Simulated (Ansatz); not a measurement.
Program: Ansatz 0.2.0.

A structure relaxed at PBE0-D4/def2-TZVP, charge 0, multiplicity 1:

```xyz
18

I    -0.7667    4.4305    0.3042
C    -0.1562    2.4402    0.1761
C     1.2219    2.1519    0.1996
C     1.6371    0.8527    0.1166
C     0.7106   -0.2064    0.0077
C     1.1156   -1.5551   -0.0792
C     0.1904   -2.5567   -0.1837
C    -1.1845   -2.2535   -0.2059
C    -1.6082   -0.9562   -0.1234
C    -0.6765    0.0990   -0.0147
C    -1.0882    1.4471    0.0720
H     1.9414    2.9563    0.2829
H     2.6973    0.6230    0.1341
H     2.1758   -1.7844   -0.0618
H     0.5125   -3.5893   -0.2500
H    -1.9085   -3.0558   -0.2889
H    -2.6667   -0.7198   -0.1403
H    -2.1470    1.6766    0.0546
```

**Question.** Give its formula and SMILES.

**Answer.** C10H7I, `Ic1ccc2ccccc2c1`.

**Question.** Point group (tolerance 0.08 Å, 0.16 Å for H)?

**Answer.** Cs.

**Question.** Summarise the bond lengths by kind.

**Answer.** 1 × C–I 2.086 Å; 11 × C–C 1.366 to 1.420 Å; 7 × C–H 1.082 to 1.085 Å.
